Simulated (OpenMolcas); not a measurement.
**Pr3+: effect of the basis set**

| Property | Result |
| --- | --- |
| Program | OpenMolcas 26.06 |
| Method | RASSCF |
| Active space | 2 electrons in 12 orbitals (RAS2 4f; RAS3 5d, at most 1 electron) |
| State averaging | 2S+1 = 3 even, 21 roots; 2S+1 = 1 even, 28 roots; 2S+1 = 3 odd, 35 roots; 2S+1 = 1 odd, 35 roots |
| Spin-orbit coupling | RASSI with atomic mean-field integrals over the reference wave functions, term energies averaged over their components |

A. ANO-RCC-VDZP [7s6p4d2f1g], DKH2, point nucleus; cost roughly 30 core-seconds
B. ANO-R2 [8s6p3d3f1g], X2C, finite nucleus; cost about 29 core-seconds
C. ANO-RCC-VTZP [8s7p5d3f2g1h], DKH2, point nucleus; cost of the order of 70 core-seconds

Energies in cm⁻¹ above 4f² ³H₄, the measured ground level; measured values from Martin, Zalubas and Hagan, Atomic Energy Levels: The Rare-Earth Elements, NSRDS-NBS 60 (1978).

```csv
Level,A,B,C,Measured
4f² ³H₄,0.0,0.0,0.0,0.0
4f² ³H₅,2274,2287,2274,2152
4f² ³H₆,4681,4708,4680,4389
4f² ³F₂,6799,6820,6794,4997
4f² ³F₃,8258,8288,8253,6415
4f² ³F₄ [51 %],11383,11431,11377,
4f² ¹D₂,23506,23579,23486,17334
4f² ¹I₆,28114,28199,28089,22212
4f² ³P₀,29563,29652,29542,21390
4f² ³P₁,30198,30291,30177,22007
4f² ³P₂,31402,31503,31381,23161
4f 5d ¹G°₄ [71 %],59497,65072,56799,61171
4f 5d ³F°₂,60081,65809,57356,61457
4f 5d ³F°₃,61953,67664,59190,
4f 5d ³H°₄,62205,68005,59433,63581
4f 5d ³G°₃,62744,68336,59906,
4f 5d ³H°₅,64089,69920,61273,65239
4f 5d ³F°₄ [65 %],64419,70086,61609,
4f² ¹S₀,64433,64615,64366,
4f 5d ³G°₄ [74 %],65129,70690,62257,
4f 5d ¹D°₂,65807,71427,62894,65322
4f 5d ³H°₆,67004,72771,64111,68078
4f 5d ³G°₅,67197,72739,64281,67899
4f 5d ³D°₁,67460,73116,64486,66968
```

Deviations, from unrounded energies. A percentage is the sum of absolute deviations over the sum of measured energies, with the sign that they share, or ± where signs differ.

```tsv
Against measurement	Levels	A	B	C
mean absolute deviation (cm-1)	17	2900	4700	4100
fine structure of the ground term (%)	2	+6.3	+6.9	+6.3
other terms of the ground configuration (%)	7	+34.3	+34.7	+34.2
other configurations (%)	8	±1.6	+7.5	-5.6
```

A lies closest to measurement on these levels and B furthest from it. The largest miss of A in the table is 4f² ³P₂, by +8200 cm-1. The ranking rests on the paired levels alone, and a cruder setting can come out closer through cancelling errors.

Among A to C the level of the table that moves most is 4f 5d ³H°₆, by 8700 cm-1 (lowest in C, highest in B).

Without dynamic correlation excited terms often stand tens of per cent too high (terms of higher spin than the ground term too low), and those without a measured partner can miss by more than the paired ones. Some levels mix across a computed gap that differs much from the measured one, so their mixing is not that of the real levels. The basis is small and was not contracted for so high a charge (holds for A). Measured partners are found by configuration, term and J. A level has none where our copy of the source lacks it or the pairing is in doubt (some pairs that miss far off the trend of their configuration count as doubtful), and it then counts in no deviation. Only configurations of the active space appear. The table leaves out levels that lie high or whose names do not pair safely across all columns.

A share in square brackets marks a mixed level and gives the weight of the term that names it, the lowest over the columns. ° marks odd parity.
